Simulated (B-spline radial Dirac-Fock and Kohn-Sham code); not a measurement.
## Tl⁺ in Watson spheres of different radius

Calculated with a B-spline atomic structure program, using ΔSCF Dirac-Fock with Breit, self-energy and vacuum polarisation, finite nucleus, configuration average. The ion, [Xe] 4f14 5d10 6s2, sits in a hollow sphere of charge Q = -1, a simple model of the Madelung potential. Inside the sphere an electron's potential energy is raised by the constant 14.40·|Q|/R eV, so binding energies fall by about that much as long as the orbitals stay inside.

```tsv
radius (Å)	14.40 |Q|/R (eV)	1s (eV)	2s (eV)	2p1/2 (eV)	2p3/2 (eV)	3s (eV)	3p1/2 (eV)	3p3/2 (eV)	3d3/2 (eV)	3d5/2 (eV)	4s (eV)	4p1/2 (eV)	4p3/2 (eV)	4d3/2 (eV)	4d5/2 (eV)	4f5/2 (eV)	4f7/2 (eV)	5s (eV)	5p1/2 (eV)	5p3/2 (eV)	5d3/2 (eV)	5d5/2 (eV)	6s (eV)
1.8	8.00	85532.3	15360.0	14705.6	12663.6	3719.4	3427.5	2968.6	2493.1	2396.8	861.1	734.9	622.7	417.2	396.2	128.6	124.2	147.6	103.7	83.64	21.61	19.45	10.65
2.2	6.55	85533.6	15361.2	14706.9	12664.9	3720.7	3428.7	2969.9	2494.4	2398.1	862.3	736.2	624.0	418.4	397.5	129.9	125.5	148.9	104.9	84.92	22.90	20.74	11.89
```

From the smallest to the largest radius 1s moves by +1.3 eV, while the constant potential alone would give +1.5 eV; the difference comes from charge outside the sphere and its screening.
